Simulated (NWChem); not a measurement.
CdHSeBr; SMILES [SeH][Cd][Br]

```xyz
4

Cd     0.0083    -0.0103     0.0000
Br     0.0059    -2.4293     0.0000
Se     0.0248     2.4424     0.0000
H     -1.4485     2.4791     0.0000
```
Atoms are numbered in this order, from 1.

Program: NWChem. Medium grid unless said otherwise, to which SCAN and Minnesota functionals are sensitive. Coordinates come from a PBE0/def2-SVP optimisation. def2 effective core potentials on Cd; no spin-orbit coupling. B3LYP is NWChem's, with the RPA form of VWN correlation. Total energies of different functionals are on different scales.

```csv
level,energy (Ha),highest occupied level (eV),orbital gap (eV),dipole (D)
B3LYP/def2-TZVP,-5144.2904,-7.02,4.78,1.36
PBE/def2-TZVP,-5143.4236,-6.13,3.38,1.34
revPBE/def2-TZVP,-5143.7983,-6.07,3.44,1.32
PW91/def2-TZVP,-5144.5404,-6.18,3.36,1.35
r2SCAN0/def2-TZVP,-5144.1576,___,___,1.35
OLYP/def2-TZVP,-5145.7718,-5.92,3.44,1.32
M06/def2-TZVP,-5144.0487,-7.22,5.20,1.41
```

### Question
Complete the blanks.

### Answer

- r2SCAN0/def2-TZVP, highest occupied level (eV): -7.43
- r2SCAN0/def2-TZVP, orbital gap (eV): 5.60
